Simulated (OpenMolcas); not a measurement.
Se+: effect of the basis set

```json
{
 "Program": "OpenMolcas",
 "Method": "SS-CASPT2, IPEA 0.25 Eh, imaginary shift 0.1 Eh (closed shells correlated: 3d)",
 "Active space": "5 electrons in 8 orbitals (4s 4p 5s 5p)",
 "State averaging": "2S+1 = 4 odd, 1 root; 2S+1 = 2 odd, 8 roots; 2S+1 = 4 even, 3 roots; 2S+1 = 2 even, 9 roots",
 "Spin-orbit coupling": "RASSI with atomic mean-field integrals over the reference wave functions, term energies averaged over their components"
}
```

A. ANO-RCC-VTZP [6s5p3d1f], DKH2, point nucleus; CASPT2 step of the order of 9 core-seconds
B. ANO-RCC-VQZP [7s6p4d2f1g], DKH2, point nucleus; CASPT2 step roughly 13 core-seconds
C. ANO-R2 [6s6p4d3f1g], X2C, finite nucleus; CASPT2 step roughly 14 core-seconds
D. ANO-RCC [9s8p6d4f2g], DKH2, point nucleus; CASPT2 step about 27 core-seconds

Energies in cm⁻¹ above 4s² 4p³ ⁴S°_3/2, the measured ground level; measured values from NIST Handbook of Basic Atomic Spectroscopic Data.

```tsv
Level	A	B	C	D	Measured
4s² 4p³ ⁴S°_3/2	0.0	0.0	0.0	0.0	0.0
4s² 4p³ ²D°_3/2	14510	14000	14520	13990	13168
4s² 4p³ ²D°_5/2	15020	14510	15030	14500	13784
4s² 4p³ ²P°_1/2	24220	23770	24680	23900	23038
4s² 4p³ ²P°_3/2	24830	24380	25270	24520	23895
```

Deviations, from unrounded energies. A percentage is the sum of absolute deviations over the sum of measured energies, with the sign that they share, or ± where signs differ.

```csv
Against measurement,Levels,A,B,C,D
mean absolute deviation (cm-1),4,1200,690,1400,760
other terms of the ground configuration (%),4,+6.3,+3.7,+7.6,+4.1
```

B lies closest to measurement on these levels and C furthest from it. The largest miss of B in the table is 4s² 4p³ ²D°_3/2, by +830 cm-1. The ranking rests on the paired levels alone, and a cruder setting can come out closer through cancelling errors.

Among A to D the level of the table that moves most is 4s² 4p³ ²P°_1/2, by 910 cm-1 (lowest in B, highest in C). Moves below CASPT2's spread within the term are not significant.

Term energies are means over components that CASPT2 splits; among the terms shown or strongly mixed into the levels shown the widest spread is 100 cm-1 (4s² 4p³ ²D°, B). Over all roots computed the reference weight is 0.84 to 0.96 in A, 0.84 to 0.96 in B, 0.85 to 0.94 in C, 0.83 to 0.95 in D; the roots of lowest weight are the least certain, and an intruder state may touch them. Active for correlation alone: 5p 5s; no level in the range computed is led by a configuration that fills them, so any true level of that kind is missing. Computed and measured levels are paired by configuration, term and J; levels that our copy of the source lacks, or whose pairing is in doubt (as where it misses far off the trend of its configuration), stay unpaired and out of the deviations. Only configurations of the active space appear. The table leaves out levels that lie high or whose names do not pair safely across all columns.

° marks odd parity.
